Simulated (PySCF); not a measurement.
Cl3H2NSn, SMILES [NH2][Sn]([Cl])([Cl])[Cl]. Atoms are numbered in the order given.

```xyz
7

N      2.1944    -0.3601    -0.2575
Sn     0.2057    -0.0377    -0.0153
Cl    -0.9501    -1.3532    -1.5675
Cl    -0.2109     2.2301    -0.4174
Cl    -0.6525    -0.5544     2.1174
H      2.4430    -1.3271    -0.0387
H      2.7411     0.2507     0.3534
```
Charge 0, spin multiplicity 1.

Geometry optimised at B3LYP-D3(BJ)/def2-SVP. The structure was generated by enumeration; whether it is a known compound was not checked. The def2 effective core potentials stand for the cores of Sn; spin–orbit coupling is left out. Other conformers were not sampled.

These are PBE/def2-TZVP (PySCF) values and carry that method's errors.

ESP charges are fitted to the potential on shells at 1.4 to 2.0 van der Waals radii. Atomic charges (e):

```
atom  ESP fit  Löwdin
----  -------  ------
N1        [?]   -0.37
Sn2       [?]   -0.15
Cl3       [?]    0.08
Cl4       [?]    0.07
Cl5       [?]    0.05
H6        [?]    0.16
H7        [?]    0.16
```

Task: Fill in the missing entries. (The exact figures need the calculation; the answer reports its results.)

Result: 
- N1, ESP fit: -0.72
- Sn2, ESP fit: 0.38
- Cl3, ESP fit: -0.10
- Cl4, ESP fit: -0.10
- Cl5, ESP fit: -0.16
- H6, ESP fit: 0.35
- H7, ESP fit: 0.35
